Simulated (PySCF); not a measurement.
Compound: C5H9O2P.
SMILES with atom numbers: `[CH3:1][O:2][C:3]1=[CH:4][CH2:5][CH2:6][P@H:7]1=[O:8]`

Cartesian coordinates in Å at the GFN2-xTB level; atoms count from 1:
```xyz
17
C5H9O2P angstrom
C      2.6741   -0.2645    0.3705
O      1.5616   -0.3942    1.2277
C      0.3660   -0.1809    0.6417
C     -0.8013   -0.1865    1.2900
C     -2.0472   -0.0166    0.4724
C     -1.6474    0.5797   -0.8789
P      0.0973    0.1019   -1.1452
O      0.9392    1.0364   -1.8955
H      3.5415   -0.5938    0.9405
H      2.8094    0.7736    0.0538
H      2.5570   -0.8924   -0.5212
H     -0.8768   -0.3424    2.3535
H     -2.7690    0.6189    0.9903
H     -2.5198   -0.9936    0.3303
H     -1.6450    1.6738   -0.8398
H     -2.3010    0.2739   -1.6956
H      0.0544   -1.1814   -1.7044
```

NICS = −σ at a ghost point: NICS(0) at the centroid of the ring atoms, NICS(1) 1 Å to either side along the normal of their mean plane, zz for the tensor component along that normal. Level: GIAO PBE0/pcSseg-1 (PySCF, non-relativistic, gas phase) on the GFN2-xTB geometry, one conformer.

Ring bond lengths (Å), with Mayer bond orders in brackets: C3–C4 1.335 (1.78), C4–C5 1.500 (1.05), C5–C6 1.530 (1.01), C6–P7 1.828 (0.92), P7–C3 1.829 (0.83).

What do the NICS probes read (ppm)?

```json
{"ring": "C3–C4–C5–C6–P7", "type": "5-membered ring with P; formal bonds 1 double, 4 single", "NICS(0)": "-5.1", "NICS(1), two faces": "-3.4 / -4.3", "NICS(1)zz, two faces": "-0.5 / -2.6", "rms pucker (Å)": "0.12", "centre to ring atoms, mean (Å)": "1.35"}
```

What do they say, and how far can they be read as aromaticity?

- C3–C4–C5–C6–P7: mean NICS(1)zz -1.6 ppm, near zero. C5, C6, P7 have four or more neighbours; no verdict on aromaticity is drawn.

What field does 9.4 T along the ring normal induce along that normal at the first NICS(1) probe listed for ring C3–C4–C5–C6–P7, 1 Å off the ring?

NICSzz × B0 = -0.5 ppm × 9.4 T = -5 μT, against the applied field.

Give the inner angles of the rings and the Hirshfeld charges of the ring atoms.

- C3–C4–C5–C6–P7: C3 110.3° (+0.010 e), C4 117.5° (-0.068 e), C5 108.0° (-0.067 e), C6 106.0° (-0.109 e), P7 92.2° (+0.397 e); sum 533.9° against 540° for a flat convex ring.

What are the shieldings of the ring atoms and their hydrogens in the same run (means over atoms taken as equivalent)?

```json
{"atoms": "C3", "environment": "vinylic carbon bearing oxygen", "σ isotropic (ppm)": "21.9"}
{"atoms": "C4", "environment": "alkene CH carbon", "σ isotropic (ppm)": "65.3"}
{"atoms": "C5", "environment": "allylic carbon", "σ isotropic (ppm)": "163.0"}
{"atoms": "C6", "environment": "sp3 carbon bound to phosphorus", "σ isotropic (ppm)": "155.4"}
{"atoms": "P7", "environment": "phosphoryl phosphorus", "σ isotropic (ppm)": "317.4"}
{"atoms": "H12", "environment": "vinylic hydrogen", "σ isotropic (ppm)": "26.08"}
{"atoms": "H13", "environment": "methylene hydrogen", "σ isotropic (ppm)": "29.28"}
{"atoms": "H14", "environment": "methylene hydrogen", "σ isotropic (ppm)": "29.48"}
{"atoms": "H15", "environment": "methylene hydrogen", "σ isotropic (ppm)": "29.66"}
{"atoms": "H16", "environment": "methylene hydrogen", "σ isotropic (ppm)": "29.53"}
{"atoms": "H17", "environment": "P–H hydrogen", "σ isotropic (ppm)": "23.19"}
```

Time: 25 s wall; peak memory 0.89 GiB. Hardware: one thread, Arm Neoverse V2 (aarch64) (shared host). This is the whole shielding run at PBE0/pcSseg-1, SCF included.
